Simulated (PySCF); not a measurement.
NICS in one family of compounds.

Definitions: NICS(0) = −σiso at the ring centroid; NICS(1) = −σiso and NICS(1)zz = −σzz at ±1 Å along the ring normal z. Level: GIAO PBE0/pcSseg-1 (PySCF, non-relativistic, gas phase) on the GFN2-xTB geometries, one conformer each. Atom numbers follow the mapped SMILES.

Problem. Order these rings by mean NICS(1)zz, lowest (most negative) first (ppm).
A. ring C2–C3–C4–C5–C6–C7 in `[CH3:1][c:2]1[cH:3][cH:4][cH:5][cH:6][c:7]1-[n:8]1[n:9][cH:10][cH:11][n:12]1`
B. ring C3–C4–N5–N6–N8 in `[CH3:1][O:2][c:3]1[cH:4][n:5][n:6]([CH3:7])[n:8]1`
C. ring N2–N3–C4–C5–N10 in `[CH3:1][n:2]1[n:3][cH:4][c:5]([C:6]([CH3:7])([CH3:8])[CH3:9])[n:10]1`
D. ring N2–N3–C4–C5–N6 in `[CH3:1][n:2]1[n:3][cH:4][cH:5][n:6]1`

Solution. D (-34.9), C (-32.0), B (-29.7), A (-25.9).

```csv
SMILES,ring,NICS(0),NICS(1),NICS(1)zz,HOMA,rms pucker (Å),ring atoms with four or more neighbours
Cn1nccn1,5-membered ring with 3 N; formal bonds all aromatic,-14.0,-13.8,-34.9,0.99,0.00,0
Cn1ncc(C(C)(C)C)n1,5-membered ring with 3 N; formal bonds all aromatic,-13.0,-13.2,-32.0,0.99,0.00,0
COc1cnn(C)n1,5-membered ring with 3 N; formal bonds all aromatic,-13.1,-12.3,-29.7,0.97,0.00,0
Cc1ccccc1-n1nccn1,6-membered carbocycle; formal bonds all aromatic,-8.5,-10.7,-25.9,0.99,0.00,0
```

NICS(0) gives another order. The isotropic NICS(1) gives the same order. HOMA uses Krygowski's 1993 parameters. NICS(1) and NICS(1)zz are means over the two faces.
